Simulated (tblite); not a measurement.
Species: C₅H₅FO.
Atom-mapped SMILES: `[CH2:1]=[C:2]([CH3:3])[C:4]([F:5])=[C:6]=[O:7]` (hydrogens: H8, H9 on C1; H10, H11, H12 on C3)

Computed with GFN2-xTB (tblite), gas phase: nudged elastic band of 9 images (0 to 8), spring 0.2 eV/Å², climbing image at the end, force threshold 0.05 eV/Å. The top image wasn't refined or checked by frequencies; at this threshold it can lie a kcal/mol or more above the true saddle point of the method.

The band describes a rotation about C2–C4 (fully substituted alkene carbon, outer carbon of cumulated double bonds), followed by the dihedral C3–C2–C4–F5, from the optimised start (180°) to a second optimised geometry at 0°.

Question: How does the energy change from image to image?

Answer: 
```csv
image,dihedral (°),E (kcal/mol),C2–C4 (Å),C3···F5 (Å),largest true force (eV/Å)
0,180,0.00,1.462,3.75,0.01
1,-157,1.06,1.468,3.72,0.07
2,-135,3.14,1.480,3.63,0.08
3,-111,4.97,1.492,3.48,0.06
4,-87,5.44,1.496,3.28,0.04
5,-65,4.25,1.488,3.07,0.09
6,-43,2.47,1.476,2.90,0.08
7,-22,1.36,1.468,2.79,0.05
8,0,0.98,1.464,2.71,0.01
```

Barriers of this band. The top is image 4 at -87°: 5.44 kcal/mol forward and 4.46 kcal/mol back; the end lies 0.98 kcal/mol above the start. The central bond is 0.034 Å longer at the top than at the start.

Question: What rate follows at 250 K for crossing this barrier forward?

Answer: Taking the electronic barrier for the free energy of activation (no zero-point or entropy terms, transmission 1), rate = (kT/h)·exp(−ΔE/kT) ≈ 9 × 10^7 s⁻¹, whose inverse is 1 × 10^-8 s. An error of 1 kcal/mol in the barrier changes this by a factor of 7, and the method and the loose band can each miss by that much or more.

Question: How would the two end points share their population at 250 K, from these energies alone?

Answer: exp(−ΔE/kT) with ΔE = 0.042 eV gives 0.14 for the higher one (end) against 1 for the lower, without vibrational, rotational or degeneracy terms. GFN2-xTB can put conformers this close in the wrong order.

Question: How long is the path, and how are the images spaced?

Answer: Cartesian distances between aligned neighbours (all atoms, Å): 0.91, 0.84, 0.83, 0.83, 0.84, 0.82, 0.81, 0.84; the sum is 6.71 Å, and the top lies 51 % of the way along.

The cost below is that of the whole band run. Hardware: an Intel Xeon 6975P-C with one thread, on a shared host. Cost: 1.5 s wall, 0.18 GiB resident at most.
